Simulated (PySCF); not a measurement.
## Molecular orbitals of KBe⁺

PW91 at R = 3.546 Å; basis K def2-SVPD, Be def2-SVPD; no relativity; PySCF 2.14. State: ¹Σ⁺ (singlet), closed shell. Only the outer orbitals are listed, counted within each symmetry.

```tsv
orbital	occ.	ε (eV)	on K (%)	main shells (%)
5σ	2	-40.88	100	100 K s
2π	2	-24.66	100	100 K p
2π	2	-24.66	100	100 K p
6σ	2	-24.63	100	100 K p
7σ	2	-9.79	9	90 Be s
8σ	0	-6.65	37	58 Be p, 32 K s
3π	0	-6.11	6	94 Be p
3π	0	-6.11	6	94 Be p
```

Which are the highest filled and the lowest empty level, where do they sit, and how wide is the gap?

Highest filled 7σ at -9.79 eV (in %: 90 Be s); lowest empty 8σ at -6.65 eV (in %: 58 Be p, 32 K s); the gap at PW91 is 3.14 eV.

| Quantity | Value |
| --- | --- |
| bond order (Mayer) | 0.35 |
| ⟨S²⟩ | 0.000 |
| charge on K (Mulliken, basis-dependent) | 0.81 |
| charge on K (Löwdin, basis-dependent) | 0.69 |
| dipole moment (positive dipole points towards Be; it is taken about the centre of mass and depends on that origin) | -0.64 D |

Closed-shell solutions of metal pairs were not tested for spin polarisation, which can lower them a little.
